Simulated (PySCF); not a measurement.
## `CC[As]1CC(C)C1`, C6H13As

Molfile (atoms numbered from 1):
```
C6H13As
     RDKit          3D

 20 20  0  0  0  0  0  0  0  0999 V2000
    2.9926    0.7247   -0.4628 C   0  0  0  0  0  0  0  0  0  0  0  0
    1.9287   -0.3584   -0.5955 C   0  0  0  0  0  0  0  0  0  0  0  0
    0.8436   -0.5243    1.0738 As  0  0  0  0  0  3  0  0  0  0  0  0
   -0.7409   -1.4180    0.2552 C   0  0  0  0  0  0  0  0  0  0  0  0
   -1.3148   -0.0855   -0.2496 C   0  0  0  0  0  0  0  0  0  0  0  0
   -2.8256    0.0471   -0.1361 C   0  0  0  0  0  0  0  0  0  0  0  0
   -0.5130    0.8738    0.6418 C   0  0  0  0  0  0  0  0  0  0  0  0
    3.5771    0.8160   -1.3778 H   0  0  0  0  0  0  0  0  0  0  0  0
    2.5286    1.6891   -0.2549 H   0  0  0  0  0  0  0  0  0  0  0  0
    3.6707    0.4926    0.3591 H   0  0  0  0  0  0  0  0  0  0  0  0
    2.4082   -1.3223   -0.7890 H   0  0  0  0  0  0  0  0  0  0  0  0
    1.2755   -0.1404   -1.4425 H   0  0  0  0  0  0  0  0  0  0  0  0
   -0.5570   -2.1653   -0.5178 H   0  0  0  0  0  0  0  0  0  0  0  0
   -1.3815   -1.8581    1.0217 H   0  0  0  0  0  0  0  0  0  0  0  0
   -1.0373    0.0638   -1.2973 H   0  0  0  0  0  0  0  0  0  0  0  0
   -3.3216   -0.6961   -0.7584 H   0  0  0  0  0  0  0  0  0  0  0  0
   -3.1421   -0.1008    0.8956 H   0  0  0  0  0  0  0  0  0  0  0  0
   -3.1475    1.0368   -0.4566 H   0  0  0  0  0  0  0  0  0  0  0  0
   -1.0815    1.1534    1.5306 H   0  0  0  0  0  0  0  0  0  0  0  0
   -0.1676    1.7826    0.1477 H   0  0  0  0  0  0  0  0  0  0  0  0
  1  2  1  0
  2  3  1  0
  3  4  1  0
  4  5  1  0
  5  6  1  0
  5  7  1  0
  7  3  1  0
  1  8  1  0
  1  9  1  0
  1 10  1  0
  2 11  1  0
  2 12  1  0
  4 13  1  0
  4 14  1  0
  5 15  1  0
  6 16  1  0
  6 17  1  0
  6 18  1  0
  7 19  1  0
  7 20  1  0
M  END
```

Theory: GIAO B97-2/pcSseg-1 magnetisability, rotational g tensor and spin-rotation constants, non-relativistic, gas phase (PySCF). Geometry: GFN2-xTB.

The calculation is non-relativistic, which matters for the atoms heavier than Zn.

Task: How diamagnetic is it, and how anisotropic?

Result: Isotropic -1559 × 10⁻³⁰ J/T², or -93.9 × 10⁻⁶ cm³/mol; principal values -1684, -1634, -1360 × 10⁻³⁰ J/T², anisotropy 303 × 10⁻³⁰ J/T² (root of half the summed squared differences of the principal values). The susceptibility is in cgs units.

Task: Split it along the inertial axes a, b, c into diamagnetic and paramagnetic parts about the centre of mass, with the quadrupole moment.

Result: 
| axis | χ (10⁻⁶ cm³/mol) | diamagnetic (10⁻⁶ cm³/mol) | paramagnetic (10⁻⁶ cm³/mol) | summed x² of all electrons (Å²) | quadrupole Θ (D Å) |
| --- | --- | --- | --- | --- | --- |
| a | -96.6 | -493.6 | 397.1 | 243.4 | +0.52 |
| b | -90.3 | -1232.9 | 1142.6 | 69.2 | -1.19 |
| c | -94.9 | -1326.2 | 1231.3 | 47.2 | +0.67 |

Anisotropies 2χaa − χbb − χcc = -7.9 and 2χbb − χaa − χcc = +10.9 × 10⁻⁶ cm³/mol. Θ is traceless in Buckingham's convention.

Task: And the rotational g tensor?

Result: 
```
axis  rotational constant (GHz)        g  nuclear part  electronic part
   a                     3.3507  -0.0104        0.6146          -0.6250
   b                     1.1466  -0.0064        0.6090          -0.6155
   c                     1.0399  -0.0041        0.5975          -0.6016
```
Asymmetric top; isotopes 75As, 12C, 1H; no vibrational averaging.
